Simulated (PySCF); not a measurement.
UHF on Sr⁻ (strontium, charge -1), [Kr] 4d1 5s2, 2D determinant. All numbers are calculated (PySCF 2.14, no relativity, point nucleus, in dyall-av2z).

```
cycle= 1 E= -3131.47733620487  delta_E= -0.000626  |g|= 0.00571  |ddm|= 0.0363
cycle= 2 E= -3131.47754771797  delta_E= -0.000212  |g|= 0.00375  |ddm|= 0.0221
cycle= 3 E= -3131.47770989516  delta_E= -0.000162  |g|= 0.002  |ddm|= 0.0298
cycle= 4 E= -3131.47776810284  delta_E= -5.82e-05  |g|= 0.000801  |ddm|= 0.0273
cycle= 5 E= -3131.47777765898  delta_E= -9.56e-06  |g|= 0.000395  |ddm|= 0.015
cycle= 6 E= -3131.47778050101  delta_E= -2.84e-06  |g|= 0.000308  |ddm|= 0.00947
cycle= 7 E= -3131.47778225155  delta_E= -1.75e-06  |g|= 0.000259  |ddm|= 0.00755
cycle= 8 E= -3131.47778543677  delta_E= -3.19e-06  |g|= 0.000114  |ddm|= 0.0219
cycle= 9 E= -3131.47778598503  delta_E= -5.48e-07  |g|= 2.02e-05  |ddm|= 0.0124
cycle= 10 E= -3131.47778598814  delta_E= -3.11e-09  |g|= 8.99e-06  |ddm|= 0.000421
cycle= 11 E= -3131.4777859892  delta_E= -1.06e-09  |g|= 4.74e-06  |ddm|= 0.000285
cycle= 12 E= -3131.47778598947  delta_E= -2.69e-10  |g|= 2.51e-06  |ddm|= 8.26e-05
converged SCF energy = -3131.47778598947  <S^2> = 0.83331688  2S+1 = 2.0816502
```

Highest occupied orbital energy: 0.791 eV; ⟨L²⟩ = 6.09; populations by l: s 9.99, p 18.00, d 11.01.

Q: Can this result be used?

A: With care. Self-consistency was reached. A non-relativistic calculation at this Z misses sizeable relativistic shifts. ⟨S²⟩ = 0.83 against 0.75 shows spin contamination. The configuration of this anion was assumed by filling the next shell in order. It is not the known or likely ground configuration (Ca⁻, Sr⁻ and Ba⁻, for instance, bind a p electron), so these values are not the electron affinity of the element. At UHF the highest occupied level has a positive energy, so only the finite basis holds that electron.
